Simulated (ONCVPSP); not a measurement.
# Configuration tests for cerium (ONCV)

cerium (Ce), optimised norm-conserving Vanderbilt (ONCV), made with ONCVPSP 4.0.1 (PW91, scalar-relativistic). Core [Kr] 4d10, reference 4f1 5s2 5p6 5d1 6s1 (charge +1). Waves: 5s+6s: rc 2.90 bohr, ncon 3, nbas 8, qcut 5.4 1/bohr, 2 projectors; 5p: rc 1.70 bohr, ncon 4, nbas 9, qcut 4.4 1/bohr, 2 projectors, debl 2 Ha; 5d: rc 3.10 bohr, ncon 4, nbas 9, qcut 4.1 1/bohr, 3 projectors, debl 3.7 Ha; 4f: rc 1.10 bohr, ncon 4, nbas 9, qcut 14.9 1/bohr, 2 projectors, debl 0.3 Ha. Local part: polynomial inside 0.80 bohr (lpopt 5, dvloc0 0 Ha). Core correction: none.

In the f channel the program set the typed energies aside and used -0.418, 0.250 Ha.

Energies are relative to the spin-unpolarised reference configuration 4f1 5s2 5p6 5d1 6s1; without spin polarisation the order of configurations can differ from experiment.

```tsv
valence configuration	charge	ΔE all-electron (eV)	error AE − PS (meV)
4f1 5s2 5p6 5d1 6s0	+2	11.107	-2.9
4f1 5s2 5p6 5d0 6s0	+3	30.356	+3.7
```

What are ΔE and the potential's error for 4f1 5s2 5p6 5d1 6s2?

ΔE = -6.113 eV all-electron; the error (AE − PS) is +0.8 meV.

What are ΔE and the potential's error for 4f1 5s2 5p6 5d1 6s0 6p1?

ΔE = 3.067 eV all-electron; the error (AE − PS) is -0.4 meV.

Levels in the configuration 4f1 5s2 5p6 5d0 6s0:

```json
{"level": "4f", "all-electron (eV)": "-28.744", "pseudo (eV)": "-28.686"}
{"level": "5s", "all-electron (eV)": "-63.755", "pseudo (eV)": "-63.744"}
{"level": "5p", "all-electron (eV)": "-45.989", "pseudo (eV)": "-45.975"}
```

Note: ghosts flagged at negative energy: s at -427.4 eV, p at -137.4 eV; GHOST(+) flagged for d at 61.8 eV. A true bound ghost makes a file unfit for plane-wave use.
